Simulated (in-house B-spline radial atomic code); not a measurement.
RPA and G0W0 for Ne6+, [He] 2s2, as one setting changes: the highest l of the empty states. Start: Hartree-Fock. A dash marks a level of low quasi-particle weight. Computed with a B-spline radial code for spherical atoms: all electrons, non-relativistic, point nucleus, each spin shell either full or empty, empty states to the listed l with an (l + 1/2)⁻⁴ tail; G0W0 by contour deformation at full frequency.

```json
{"highest l of the empty states": "2", "RPA summed (Eh)": "-0.20839", "RPA extrapolated (Eh)": "-0.21757", "G0W0 level (eV)": "2s -206.38"}
{"highest l of the empty states": "3", "RPA summed (Eh)": "-0.21398", "RPA extrapolated (Eh)": "-0.21821", "G0W0 level (eV)": "2s -206.39"}
{"highest l of the empty states": "4", "RPA summed (Eh)": "?", "RPA extrapolated (Eh)": "?", "G0W0 level (eV)": "?"}
{"highest l of the empty states": "5", "RPA summed (Eh)": "-0.21707", "RPA extrapolated (Eh)": "-0.21841", "G0W0 level (eV)": "2s -206.40"}
{"highest l of the empty states": "6", "RPA summed (Eh)": "-0.21757", "RPA extrapolated (Eh)": "-0.21842", "G0W0 level (eV)": "2s -206.40"}
{"highest l of the empty states": "7", "RPA summed (Eh)": "-0.21785", "RPA extrapolated (Eh)": "-0.21842", "G0W0 level (eV)": "2s -206.40"}
{"highest l of the empty states": "8", "RPA summed (Eh)": "?", "RPA extrapolated (Eh)": "?", "G0W0 level (eV)": "?"}
{"highest l of the empty states": "9", "RPA summed (Eh)": "-0.21812", "RPA extrapolated (Eh)": "-0.21841", "G0W0 level (eV)": "2s -206.40"}
{"highest l of the empty states": "10", "RPA summed (Eh)": "-0.21819", "RPA extrapolated (Eh)": "-0.21839", "G0W0 level (eV)": "2s -206.40"}
{"highest l of the empty states": "11", "RPA summed (Eh)": "-0.21823", "RPA extrapolated (Eh)": "-0.21839", "G0W0 level (eV)": "2s -206.40"}
```

(1) What belongs in the row for 8?

(2) What belongs in the row for 4?

Results:

(1) RPA summed (Eh): -0.21802; RPA extrapolated (Eh): -0.21842; G0W0 level (eV): 2s -206.40.

(2) RPA summed (Eh): -0.2161; RPA extrapolated (Eh): -0.21837; G0W0 level (eV): 2s -206.40.
